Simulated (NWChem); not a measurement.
CH5Al; SMILES [CH3][AlH2]

Program: NWChem. Geometry: optimised at PBE0/def2-SVP.

For level PBE/pcseg-1:

| Property | Result |
|---|---|
| dipole (D) | 0.71 |

### Question
What are these values for level PBE/def2-SVP?

### Answer
The dipole (D) comes out as 0.84.
